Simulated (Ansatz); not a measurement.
C2H9InN2OSi, SMILES `NC([SiH3])[N]1C[O][InH]1`, relaxed with RKS PBE0-D4/def2-TZVP in Ansatz from a GFN2-xTB geometry. The force threshold is 0.005 eV/Å; the program also tests the step.

Total charge 0; spin multiplicity 1. In takes the def2 core potential.

Start:

```xyz
16

N    -0.702    1.185    0.198
C    -0.647   -0.300    0.184
Si   -1.489   -0.990   -1.393
N     0.716   -0.745    0.186
C     1.452   -0.400    1.395
O     2.033    0.866    1.316
In    1.642    0.999   -0.696
H    -1.650    1.523    0.023
H    -0.419    1.517    1.121
H    -1.151   -0.699    1.080
H    -1.468   -2.449   -1.328
H    -0.786   -0.459   -2.569
H    -2.875   -0.484   -1.378
H     2.238   -1.162    1.516
H     0.792   -0.445    2.272
H     2.313    2.043   -1.927
```

(1) By how much does the energy fall, and how many steps does the optimiser take? (An estimate is asked.)

(2) Which bonds change most? (An estimate is asked.)

(3) Give the relaxed structure. (Estimate.)

## Answers

(1) The calculation gave: 14.72 kJ/mol, in 11 steps, 1 of them rejected.

(2) Computed: N1–In7 from 2.516 to 2.392 Å; In7–H16 from 1.748 to 1.688 Å; N1–C2 from 1.487 to 1.513 Å.

(3) Ansatz gave: 
```xyz
16

N    -0.685    1.249    0.193
C    -0.630   -0.262    0.207
Si   -1.466   -1.008   -1.318
N     0.731   -0.710    0.130
C     1.497   -0.497    1.363
O     2.128    0.767    1.319
In    1.567    1.122   -0.606
H    -1.547    1.623   -0.191
H    -0.580    1.620    1.134
H    -1.123   -0.634    1.118
H    -1.556   -2.478   -1.170
H    -0.651   -0.642   -2.509
H    -2.837   -0.445   -1.518
H     2.255   -1.287    1.453
H     0.828   -0.570    2.239
H     2.067    2.151   -1.846
```
